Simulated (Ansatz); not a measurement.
Ansatz (a program for electronic structure) input (HF/6-31G* with LANL2DZ past Ar): The .json file joins the Basis Set Exchange's 6-31G* for atoms up to Ar and LANL2DZ past it.

Ansatz 0.2 input:
```yaml
crystal:
  periodic: [false, false, false]
  atoms:
    - {symbol: Sn, position_ang: [0.00800487, 0.00043111, -0.25108309]}
    - {symbol: F, position_ang: [0.68522886, 1.30005191, 0.72224219]}
    - {symbol: F, position_ang: [-0.72970033, -1.30244696, 0.67266387]}
basis:
  gaussian:
    orbitals: 6-31Gs+LANL2DZ.json
hamiltonian:
  xc: {name: HF}
total_charge: 1
magnetization: {spin_polarized: true, initial_magnetization: 1}
phonons: {temperatures: {t_min: 298.15, t_max: 298.15, t_step: 100}}
```

Task: Which harmonic wavenumbers does it give?

Result: 211, 743, 765 cm⁻¹ (unscaled; negative means imaginary).
